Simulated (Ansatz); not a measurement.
`[SiH3][CH2][SbH2]` + `C[AsH]C` → `C[As](C)[SiH3]` + `[CH3][SbH2]` at 600 K and 1 bar (ligand exchange at the Si–C bond).

Program: Ansatz. Geometries: PBE0-D4/def2-TZVP. ΔE: electronic, gas phase. CBS: MP2 limit from def2 TZ/QZ plus the TZ coupled-cluster correction, frozen cores. Elements past krypton have def2 core potentials. For As, Sb outer-core shells are correlated without core-valence functions, which leaves a few kJ/mol of doubt a bond. Scalar relativity is left out up to krypton.

```json
{"species": "`[SiH3][CH2][SbH2]`", "CCSD(T)/CBS energy (Eh)": "-571.33795", "H − E (kJ/mol)": "228.5", "S (J/(mol·K))": "431.8"}
{"species": "`C[AsH]C`", "CCSD(T)/CBS energy (Eh)": "-2315.32263", "H − E (kJ/mol)": "265.2", "S (J/(mol·K))": "384.4"}
{"species": "`C[As](C)[SiH3]`", "CCSD(T)/CBS energy (Eh)": "-2605.61324", "H − E (kJ/mol)": "331.6", "S (J/(mol·K))": "476.2"}
{"species": "`[CH3][SbH2]`", "CCSD(T)/CBS energy (Eh)": "-281.05548", "H − E (kJ/mol)": "168.8", "S (J/(mol·K))": "339.9"}
```

H − E and S are ideal-gas, rigid-rotor, harmonic terms from PBE0-D4/def2-TZVP. 1 Eh = 2625.50 kJ/mol, R = 8.31446 J/(mol·K).

Task: By hand: ΔE, ΔH, ΔS and ΔG.

Result: ΔE = (-2605.61324) + (-281.05548) − (-571.33795) − (-2315.32263) = -0.00814 Eh = -21.4 kJ/mol. Δ(H − E) = 331.6 + 168.8 − 228.5 − 265.2 = 6.7, so ΔH = -14.7 kJ/mol. ΔS = 476.2 + 339.9 − 431.8 − 384.4 = -0.1 J/(mol·K). ΔG = -14.7 − 600 × (-0.1)/1000 = -14.6 kJ/mol.

Task: By hand: the equilibrium constant, and the temperature at which ΔG would vanish if ΔH and ΔS stayed fixed.

Result: log₁₀ K = −ΔG/(RT ln 10) = 1.3. ΔG = 0 at ΔH/ΔS = 147000 K, far beyond where these terms or the molecules hold.

The number of gas molecules stays the same, so ΔS is small and ΔH decides. A doubt of 5 kJ/mol in ΔE shifts log₁₀ K by 0.4 here. Modes under 60 cm⁻¹, often nearly free rotors, make the harmonic entropy too high. These are equilibria of isolated gas molecules and say nothing of rates. Largest T1 diagnostic: 0.013 (customary marks: 0.02 for closed shells, 0.045 for open ones).
